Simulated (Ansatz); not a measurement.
The cluster NaPb₂⁻ was relaxed with B3LYP-D4 (def2-TZVPD) in Ansatz in these states: charge -1 quintet, charge -1 singlet, charge -1 triplet. The geometries follow in no particular order.

In the def2 sets Pb takes a core potential; there is no spin–orbit coupling.

A:

```xyz
3

Na    0.601   -1.115    2.104
Pb   -0.292    1.797   -0.368
Pb   -0.308   -0.682   -1.736
```

B:

| atom | x (Å) | y (Å) | z (Å) |
| --- | --- | --- | --- |
| Na1 | 0.751 | -0.161 | 1.524 |
| Pb2 | -1.061 | -1.559 | -0.596 |
| Pb3 | 0.309 | 1.720 | -0.928 |

C:

Cartesian coordinates in Å:
```
Na 1.384 -1.159 -0.399
Pb 0.225 1.470 0.792
Pb -1.609 -0.312 -0.392
```

Problem. Judge from the bond lengths which geometry belongs to which state (an estimate).

Solution. A is the charge -1 triplet (Na1–Pb3 3.969 Å, Na1–Pb2 3.923 Å, Pb2–Pb3 2.831 Å); B is the charge -1 quintet (Na1–Pb3 3.122 Å, Na1–Pb2 3.120 Å, Pb2–Pb3 3.569 Å); C is the charge -1 singlet (Na1–Pb3 3.111 Å, Na1–Pb2 3.110 Å, Pb2–Pb3 2.818 Å).

At B3LYP-D4/def2-TZVPD the highest occupied level of the charge -1 triplet lies above zero (up to 0.25 eV). The electron is either unbound and held by the finite basis, or the level is raised by self-interaction error. At B3LYP-D4/def2-TZVPD the highest occupied level of the charge -1 quintet lies above zero (up to 0.34 eV).
